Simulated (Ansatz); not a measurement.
Compare A (`B/C=C/O`) with its isomer B (`B1CCO1`).

Program: Ansatz. Geometries: PBE0-D4/def2-TZVP. ΔE: electronic, gas phase. CCSD(T)/CBS adds triple-zeta CCSD(T) − MP2 to the extrapolated MP2 energy (def2 sets, frozen cores). This one scheme is used for every species. DFT in def2-TZVPP. B3LYP here is the variant with VWN-RPA as its local correlation; programs differ in this. One conformer a species, not always the lowest.

Problem. Which is lower in electronic energy at CCSD(T)/CBS, and by how much? (Estimate.)

Solution. The calculation gave: B, by 27.1 kcal/mol.

Problem. Give E(B) − E(A) in kcal/mol with B3LYP-D4, B3LYP, CCSD(T)/def2-TZVPP, ωB97M-V, PBE0-D4, HF/def2-TZVPP, PBE-D4. (Estimate.)

Solution. Computed: B3LYP-D4 -23.0, B3LYP -22.8, CCSD(T)/def2-TZVPP -27.2, ωB97M-V -27.3, PBE0-D4 -27.1, HF/def2-TZVPP -22.4, PBE-D4 -25.1. None reverses the order clearly.

Largest T1 diagnostic: 0.014.

In def2-TZVPP, CCSD(T) changes the Hartree–Fock value by −4.8 kcal/mol (the triples alone add +0.4 kcal/mol) and MP2 by −5.6 kcal/mol. From PBE to PBE0 (25 % exact exchange), in def2-TZVPP and without D4, E(B) − E(A) moves by −2.1 kcal/mol.
